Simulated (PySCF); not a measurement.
# MPb for M along the fourth-period p block

PBE0 with double-zeta basis sets in PySCF, for the lowest determinant that a PBE0 search found; no spin–orbit coupling. De refers to high-spin ground-configuration atoms. A positive dipole means M(−)Pb(+).

```
 M     basis  state (unpaired electrons)  Re (Å)  ωe (cm⁻¹)  De (eV)  μ (D)
Ga  def2-SVP         quartet (σ ↑, π ↑↑)   2.722        166     2.05  -0.49
Ge  def2-SVP              triplet (π ↑↑)   2.646        214     2.45   1.26
As  def2-SVP               doublet (π ↑)   2.521        247     2.34   2.42
Se  def2-SVP      singlet (closed shell)   2.421        294     4.22   3.71
Br  def2-SVP               doublet (π ↑)   2.632        215     3.38   3.57
```

The shortest bond is that of PbSe (2.421 Å), the longest that of GaPb (2.722 Å). PbSe is bound most strongly (4.22 eV) and GaPb least (2.05 eV).

The state changes along the series, so neighbouring rows are not always alike in their bonding.

These are scalar-relativistic numbers at best; spin–orbit coupling would shift them, the dissociation energy most. States were picked by a PBE0 search and need not be the measured ground states.
